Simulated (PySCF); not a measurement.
**How methods differ on the ionisation energy of Nd⁴⁹⁺**

Nd⁴⁹⁺ [Ne] 3s1 (2S) → Nd⁵⁰⁺ [Ne] (1S), as a difference of total energies. Calculation: PySCF 2.14, in an even-tempered Gaussian basis (16 s from 11 bohr⁻², ratio 2.5; 10 p from 14 bohr⁻², ratio 2.5; 4 d from 52 bohr⁻², ratio 2.7; 4 f from 78 bohr⁻², ratio 2.7); no relativity, point nucleus. Correlated levels: outer shells: 1s2 frozen; virtual orbitals above 40 to 60 times the deepest correlated orbital energy dropped. The calculations carry no spin-orbit coupling.

```
                method  ionisation energy (eV)
                   UHF                  4100.0
    MP2 (outer shells)                  4100.7
SCS-MP2 (outer shells)                  4100.6
   CCSD (outer shells)                  4100.7
CCSD(T) (outer shells)                  4100.7
```

The gap to the reference is mostly relativistic.

For comparison: 4302 ± 4 eV (theoretical estimate listed by NIST; NIST Atomic Spectra Database, ionization energies).
